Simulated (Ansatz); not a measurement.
A made-up structure of CH₂SeSi, closed shell:

| atom | x (Å) | y (Å) | z (Å) |
| --- | --- | --- | --- |
| C1 | 0.1836 | -0.3522 | -0.3837 |
| Si2 | -1.0745 | -1.1555 | 0.3132 |
| Se3 | 0.7608 | 1.7092 | 0.3139 |
| H4 | -1.9360 | -2.2762 | 0.4478 |
| H5 | 1.8588 | 1.8052 | -0.6587 |

It is relaxed with PBE-D4/def2-SVP and then PBE0-D4/def2-TZVP (Ansatz 0.2.0). Atoms count as bonded within 1.22 times the sum of their covalent radii (H–H: 0.88 Å). The end point is not checked to be a true minimum.

Task: Does its bonding change? (Judge from chemistry; the calculation decides.)

Result: The calculation gives: Yes. Formed: C1–H4, Si2–Se3; broken: Si2–H4.

Where it ends: The first stage lowers the energy by 1.94 eV in 14 steps. It ends as CH₂SeSi ([CH]1[Si][SeH]1):
```xyz
5
angstrom
C -0.3341 -0.8044 0.1575
Si -1.7548 0.1468 0.0692
Se 0.5903 0.8618 0.5076
H 0.2340 -1.7218 0.1506
H 1.0573 1.2481 -0.8525
```

Labels in which every atom is bracketed show which atoms are joined, not bond orders.

For scale, one of the runs: PBE0-D4/def2-TZVP relaxation, 128 basis functions, launched by `ansatz run in.yaml --threads 2 --pin off --events-out ev --progress --plain --max-ram 4352MiB`. Hardware: 2 CPU threads of an Arm Neoverse V1, shared host. Wall time about 100 s.
